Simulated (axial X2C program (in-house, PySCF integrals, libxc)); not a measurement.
How long does In₂⁺ take?

A bond scan computed with an in-house relativistic program for diatomic molecules. Basis: In dyall-cv3z [11s12p9d4f1g] (cores contracted in-house).

The run was started with this input:
```json
{"zs": [49, 49], "q": 1, "bas": ["dyall-cv3z", "dyall-cv3z"], "levels": ["PBE0", "HF", "TPSSh"], "cc": true, "r0": 2.84, "thr": -1.0, "nmax": 90, "npts": 10, "nst": 2, "ntry": 6}
```
```bash
python so2c.py task.json out
```

Keys: zs atomic numbers; q charge; bas basis sets; levels methods; cc coupled cluster on or off; r0 starting distance in Å; thr threshold in hartree for freezing inner shells (an s shell follows its p shell); nmax most natural virtual spinors; npts points on the curve; nst determinants followed; ntry starts of the search. HF also brings MP2.

Hardware: 1 thread of Arm Neoverse V1, on a shared host.

Wall time of one point of each curve, integrals apart:

| Hamiltonian | level | points | seconds a point |
| --- | --- | --- | --- |
| spin-free | PBE0 | 10 | 0.96 |
| spin-free | HF | 10 | 0.76 |
| spin-free | CCSD(T) (5 electrons, 89 virtuals) | 7 | 2.1 |
| spin-free | TPSSh | 10 | 1.6 |
| 2c | PBE0 | 10 | 1.6 |
| 2c | HF | 10 | 1.9 |
| 2c | CCSD(T) (5 electrons, 89 virtuals) | 7 | 3.9 |
| 2c | TPSSh | 10 | 2.3 |

The rest:

Search with its distance optimisation 68 s, atoms 7.6 s, whole task 220 s. Coupled cluster runs on the points near the minimum only. The program drops outer points, and coupled cluster, when its time limit (not in the input) nears; MP2, further determinants and curves that did not converge are not in the table.
